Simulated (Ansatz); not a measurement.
Program: Ansatz. Geometries: PBE0-D4/def2-TZVP. ΔE: electronic, gas phase. CCSD(T)/CBS is the MP2 limit (def2-TZVPP, def2-QZVPP) plus CCSD(T) − MP2 in def2-TZVPP, frozen cores. Functionals use def2-TZVPP. Each species was taken in one conformer, which may not be the lowest.

Consider the ligand exchange at a B–C bond: `BCB(C)F` + `N[SiH]1CN1` → `BN[SiH]1CN1` + `CB(C)F`.

| level | ΔE (kcal/mol) | difference from CCSD(T)/CBS |
| --- | --- | --- |
| PBE-D4 | -29.0 | 0.1 |
| r2SCAN-D4 | -29.0 | 0.1 |
| PBE0-D4 | -28.9 | 0.2 |
| ωB97X-V | -28.9 | 0.2 |
| PBE | -29.1 | 0.0 |
| r2SCAN | -29.0 | 0.1 |
| CCSD/def2-TZVPP | -29.5 | -0.4 |
| MP2/def2-QZVPP | -29.2 | -0.1 |
| MP2/CBS(def2) | -29.0 | 0.1 |
| CCSD/CBS(def2) | -29.0 | 0.1 |
| CCSD(T)/CBS | -29.1 | 0 |

Largest T1 diagnostic among the species: 0.013.
